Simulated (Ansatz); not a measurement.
Geometry optimisation, RKS PBE0-D4/6-31G* (Ansatz 0.2.0).

input.yaml

```yaml
crystal:
  periodic: [false, false, false]
  atoms:
    - { symbol: C, position_ang: [-0.071, 0.812, -1.4809] }
    - { symbol: Al, position_ang: [-0.4623, -0.6853, -0.2778] }
    - { symbol: Al, position_ang: [0.29848, -2.94865, -0.88286] }
    - { symbol: F, position_ang: [1.20014, -3.2398, -2.49436] }
    - { symbol: H, position_ang: [-0.5872, 0.6533, -2.4959] }
    - { symbol: H, position_ang: [-0.554, 1.7932, -1.0528] }
    - { symbol: H, position_ang: [1.001, 0.9917, -1.6189] }
    - { symbol: H, position_ang: [-1.2997, -0.45144, 1.01873] }
    - { symbol: H, position_ang: [-0.02738, -4.245, 0.02335] }
basis:
  gaussian: { orbitals: "6-31G*" }
hamiltonian:
  xc: pbe0
  dispersion: d4
relax:
  f_tol: 0.015
  max_steps: 40
output:
  orbitals: {}
```

Run as:

```bash
$ ansatz run input.yaml --threads 1 --pin off --max-ram 2048MiB --backend cpu --events-out ev --progress --plain --runs-dir out
```

Q: Where does it end, and by what steps?

A: The forces met the threshold. After 6 steps the energy has fallen by 0.698 eV; H9 moved furthest, 0.22 Å.

| step | energy less start (eV) | largest force component (eV/Å) | accepted |
| --- | --- | --- | --- |
| 0 | 0.0000 | 3.123 | yes |
| 1 | -0.5624 | 1.907 | yes |
| 2 | -0.6714 | 0.714 | yes |
| 3 | -0.6866 | 0.406 | yes |
| 4 | -0.6977 | 0.036 | yes |
| 5 | -0.6968 | 0.066 | no |
| 6 | -0.6984 | 0.011 | yes |

```xyz
9
Properties=species:S:1:pos:R:3
C -0.111 0.897 -1.477
Al -0.504 -0.642 -0.322
Al 0.309 -3.050 -0.905
F 1.130 -3.307 -2.332
H -0.597 0.773 -2.456
H -0.448 1.850 -1.056
H 0.964 0.975 -1.686
H -1.365 -0.429 1.016
H 0.120 -4.387 -0.043
```

Whether the end is a true minimum wasn't checked by a vibrational analysis.

Time of the run: 59 s on 1 thread of Intel(R) Xeon(R) Processor @ 2.50GHz (Skylake/Cascade Lake), with other jobs on the host, peak memory 0.16 GiB.
